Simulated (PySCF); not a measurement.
# C$_{4}$H$_{6}$AlFO$_{2}$

Geometry (Å), atoms numbered from 1 in this order:
```xyz
14

F     1.1955   -2.4532    1.4249
Al    1.6378   -1.2276    0.3971
O     1.1437    0.3700    1.1054
C     0.4286    1.2931    0.6466
C    -0.7596    1.0865   -0.0538
C    -1.5538   -0.2030   -0.0274
C    -0.5403   -0.2457   -1.0900
O     0.5432   -0.9411   -0.9657
H     3.0551   -1.0630   -0.0787
H     0.8291    2.3138    0.6809
H    -1.2384    1.9509   -0.4889
H    -1.3448   -0.8568    0.8123
H    -2.5977   -0.1030   -0.2855
H    -0.7989    0.0786   -2.0994
```

Method used: GIAO PBE0/pcSseg-1 magnetisability, rotational g tensor and spin-rotation constants, non-relativistic, gas phase in PySCF. Geometry: GFN2-xTB.

The bonding changed while the geometry was optimised; results refer to the coordinates, not to the name.

Problem. Give the nuclear spin-rotation constants along the inertial axes (H = +C I·J) beside the isotropic shieldings.

Solution. Rotational constants 3.1009, 1.5211, 1.3128 GHz. A star marks the isotopologue with that one atom substituted, in its own axes.
```
atom  isotope  Caa (kHz)  Cbb (kHz)  Ccc (kHz)  mean (kHz)  σ (ppm)
  F1      19F      2.736      1.114      0.546       1.465    355.0
 Al2     27Al      1.561      0.819      0.594       0.991    476.5
  H9       1H     -0.178     -0.111     -0.010      -0.100     28.4
 H10       1H     -0.156      0.067     -0.087      -0.059     22.5
 H11       1H      0.130     -0.164     -0.153      -0.062     28.6
 H12       1H     -0.093     -0.177     -0.064      -0.111     29.4
 H13       1H     -0.110     -0.109     -0.110      -0.110     29.1
 H14       1H     -0.120     -0.096     -0.031      -0.082     25.6
  O3     17O*     -1.892     -0.584     -0.077      -0.851    -32.6
  C4     13C*      1.754      0.697      0.314       0.921    -17.6
  C5     13C*      0.693      0.323      0.210       0.408    130.5
  C6     13C*      0.549      0.266      0.219       0.344    147.1
  C7     13C*      0.788      0.338      0.421       0.515     85.1
  O8     17O*     -0.840     -0.096     -0.230      -0.389    189.4
```
For the geometry as given, no vibrational averaging.

Problem. How do the rotational constants and the g tensor change when H9, H10, H11, H12, H13, H14 are replaced by deuterium?

Solution. Constants 2.7616, 1.3795, 1.1979 GHz; g -0.0375, -0.0187, -0.0076, against -0.0423, -0.0203, -0.0078 before.
